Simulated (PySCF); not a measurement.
C2H8Si2, triplet, at the geometry of the source list (a higher spin typed on purpose: for a closed-shell molecule this is an excited state). Base run: MP2/6-31G run with PySCF.

Here is a job for PySCF.
```python
from pyscf import gto, scf, mp

mol = gto.M(
    atom='''
C     0.255200    0.360500    1.252100
Si    1.347300   -0.249000   -0.203200
C    -0.259600   -0.389800   -1.242300
Si   -1.342500    0.281200    0.192500
H     0.505500    1.346900    1.631900
H     0.250600   -0.304700    2.112200
H     2.304600    0.741400   -0.698700
H     2.037500   -1.520200    0.036800
H    -0.274600    0.210000   -2.147900
H    -0.504300   -1.405000   -1.545600
H    -1.959900    1.582100   -0.071400
H    -2.360000   -0.653400    0.683600
''',
    basis='6-31g',
    charge=0,
    spin=2,
    verbose=4,
)

mf = scf.UHF(mol)
mf.kernel()

pt = mp.MP2(mf)
pt.kernel()
print('E(MP2) = %.10f' % pt.e_tot)
```

Variants of this job, named by their change:

```csv
change,ΔE vs base (mEh),MP2 correlation (Eh),basis functions,core-seconds (rough)
base,0.000,-0.32141,60,2
density fitting = JK and correlation,0.258,-0.32122,60,1
frozen = 12,11.436,-0.30997,60,1
method = ccsd,-47.557,-0.32141,60,40
method = ccsd(t),-60.544,-0.32141,60,60
method = cisd,4.061,-,60,10
frozen = 13,42.934,-0.27847,60,2
cart = on,0.000,-0.32141,60,2
frozen = 11,11.066,-0.31034,60,2
```

Open shells are given as the SCF converged; they aren't shown to be the lowest states, and a large step between rows can be another state.
